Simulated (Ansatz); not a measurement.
C2HNO, SMILES `O=c1cn1` (charge 0, multiplicity 1).

Cartesian coordinates (Å):
```xyz
5

O      1.7785    -0.4191     0.3104
C      0.6712    -0.0577     0.0908
C     -0.6330    -0.0899    -0.3857
N     -0.2634     0.9818     0.2550
H     -1.5532    -0.4151    -0.8659
```
Charge 0, multiplicity 1.

Frozen-core energies in 6-31g from Ansatz (a quantum-chemistry and plane-wave program) at a geometry from PBE0-D3(BJ)/def2-TZVP; the HF reference has <S^2> = 0.00 and the T1 diagnostic is 0.017.

| level | energy (Ha) |
|---|---|
| HF | -205.39884 |
| MP2 | -205.80963 |
| CCSD | -205.81360 |

Q: Estimate the energies of CCSD(T), CCSDT and CCSDT(Q), and give each level's difference from CCSDT(Q).

A: 
```tsv
level	energy (Ha)	difference from CCSDT(Q) (mHa)
MP2	-205.80963	23.30
CCSD	-205.81360	19.33
CCSD(T)	-205.83069	2.24
CCSDT	-205.83095	1.98
CCSDT(Q)	-205.83293	0.00
```
